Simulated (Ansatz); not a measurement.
Relaxation of GeH7SSbSn (11 atoms, charge 0, multiplicity 1), to a largest force component of 0.015 eV/Å in at most 40 steps.

Computed with Ansatz 0.2.0, RKS PBE-D4/def2-SVP.

```xyz
11
Properties=species:S:1:pos:R:3
S -0.323 2.440 0.517
Sb 1.262 0.865 -0.342
Ge 0.936 -0.634 1.741
Sn -0.647 -0.530 -1.717
H -0.542 3.045 -0.789
H 1.666 0.043 2.969
H 1.625 -2.024 1.488
H -0.505 -0.785 2.043
H -2.079 -0.772 -0.599
H -1.230 0.386 -3.086
H -0.098 -2.090 -2.204
```

Task: Where does it end, and by what steps?

Result: The run converged. The force dipped under the threshold on the way, but the program's further checks kept it going. After 15 steps the energy has fallen by 0.382 eV; H5 moved furthest, 0.85 Å.

```json
{"step": "0", "energy less start (eV)": "0.0000", "largest force component (eV/Å)": "1.636", "accepted": "yes"}
{"step": "1", "energy less start (eV)": "-0.1582", "largest force component (eV/Å)": "1.839", "accepted": "yes"}
{"step": "2", "energy less start (eV)": "-0.3012", "largest force component (eV/Å)": "0.662", "accepted": "yes"}
{"step": "3", "energy less start (eV)": "-0.3387", "largest force component (eV/Å)": "0.276", "accepted": "yes"}
{"step": "4", "energy less start (eV)": "-0.3524", "largest force component (eV/Å)": "0.370", "accepted": "yes"}
{"step": "5", "energy less start (eV)": "-0.3741", "largest force component (eV/Å)": "0.064", "accepted": "yes"}
{"step": "6", "energy less start (eV)": "-0.3788", "largest force component (eV/Å)": "0.025", "accepted": "yes"}
{"step": "7", "energy less start (eV)": "-0.3706", "largest force component (eV/Å)": "0.517", "accepted": "no"}
{"step": "8", "energy less start (eV)": "-0.3807", "largest force component (eV/Å)": "0.021", "accepted": "yes"}
{"step": "9", "energy less start (eV)": "-0.3800", "largest force component (eV/Å)": "0.216", "accepted": "no"}
{"step": "10", "energy less start (eV)": "-0.3795", "largest force component (eV/Å)": "0.070", "accepted": "no"}
{"step": "11", "energy less start (eV)": "-0.3811", "largest force component (eV/Å)": "0.010", "accepted": "yes"}
{"step": "12", "energy less start (eV)": "-0.3814", "largest force component (eV/Å)": "0.039", "accepted": "yes"}
{"step": "13", "energy less start (eV)": "-0.3816", "largest force component (eV/Å)": "0.054", "accepted": "yes"}
{"step": "14", "energy less start (eV)": "-0.3817", "largest force component (eV/Å)": "0.023", "accepted": "yes"}
{"step": "15", "energy less start (eV)": "-0.3817", "largest force component (eV/Å)": "0.005", "accepted": "yes"}
```

```xyz
11
Properties=species:S:1:pos:R:3
S -0.552 2.468 0.383
Sb 1.199 0.882 -0.440
Ge 0.939 -0.566 1.764
Sn -0.733 -0.712 -1.779
H -0.038 3.525 -0.306
H 1.726 0.109 2.919
H 1.521 -1.987 1.518
H -0.556 -0.690 2.159
H -2.013 -1.126 -0.690
H -1.382 0.212 -3.090
H -0.048 -2.174 -2.418
```

Time of the run: 62 s on 2 threads of Arm Neoverse V1, on a shared host, peak memory 0.21 GiB.
